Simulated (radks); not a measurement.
The bismuth anion Bi3-, [Rn], held by a Watson sphere: a shell of charge +3 at radius R that stands for the Madelung well of a crystal (potential energy -3/R inside, -3/r outside, in hartree with lengths in bohr). Calculated with a radial shooting solver on a logarithmic mesh with Libxc functionals: scalar-relativistic Kohn-Sham, LDA (Slater exchange, VWN5 correlation), spin-polarised, spherical densities, point nucleus. Response by self-consistent Sternheimer equations with the Hartree and adiabatic LDA kernel, the relativistic mass of each level held fixed and spin-orbit coupling left out. The sphere does not respond.

| R (bohr) | e(5d) (eV) | e(6s) (eV) | e(6p) (eV) | <r> 6p (bohr) | sum of <r^2> (bohr^2) | X-ray form factor at sin(theta)/lambda = 0.1 1/angstrom | alpha (bohr^3) |
|---|---|---|---|---|---|---|---|
| 2.9 | -26.626 | -15.821 | -6.522 | 2.990 | 105.5 | 79.742 | 65.31 |
| 3.75 | -25.123 | -13.822 | -5.252 | 3.334 | 121.6 | 79.246 | 110.0 |
| 4.37 | -24.536 | -12.890 | -4.456 | 3.577 | 134.2 | 78.957 | 160.1 |
| 5.22 | -24.030 | -12.073 | -3.586 | 3.892 | 152.6 | 78.663 | 260.6 |
| 6 | -23.727 | -11.606 | -2.980 | 4.166 | 171.0 | 78.488 | 396.8 |
